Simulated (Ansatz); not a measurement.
CH₆AlClSi, relaxed with RKS PBE-D4/def2-SVP in the Gaussian-basis code of Ansatz from a rough embedded geometry. The force threshold is 0.03 eV/Å; the program also tests the step.

Total charge 0; spin multiplicity 1. The bonds changed during the relaxation, so this is another structure than the one it started from.

Start:

```xyz
10

Si   -0.745   -1.649    0.401
Al   -0.005    0.111   -0.878
C     0.695    1.714    0.039
Cl    2.047    1.356    0.988
H    -1.192   -2.795   -0.494
H    -1.886   -1.293    1.256
H     0.334   -2.180    1.236
H    -0.061    0.052   -2.511
H    -0.161    2.185    0.683
H     0.975    2.498   -0.719
```

Question: By how much does the energy fall, and how many steps does the optimiser take? (An estimate is asked.)

Answer: Computed: 0.63 eV, in 9 steps.

Question: Which bonds change most? (Best estimate.)

Answer: The calculation gave: Al2–Cl4 from 3.040 to 2.497 Å; C3–Cl4 from 1.691 to 1.880 Å; Si1–Al2 from 2.298 to 2.456 Å; C3–H9 from 1.170 to 1.105 Å.

Question: Give the relaxed structure. (An estimate is asked.)

Answer: Ansatz gave: 
```xyz
10

Si   -0.790   -1.696    0.441
Al    0.149    0.122   -0.919
C     0.415    1.874   -0.027
Cl    2.081    1.081    0.338
H    -1.337   -2.819   -0.406
H    -1.918   -1.206    1.319
H     0.247   -2.297    1.360
H     0.547    0.036   -2.464
H    -0.032    2.112    0.955
H     0.637    2.794   -0.598
```
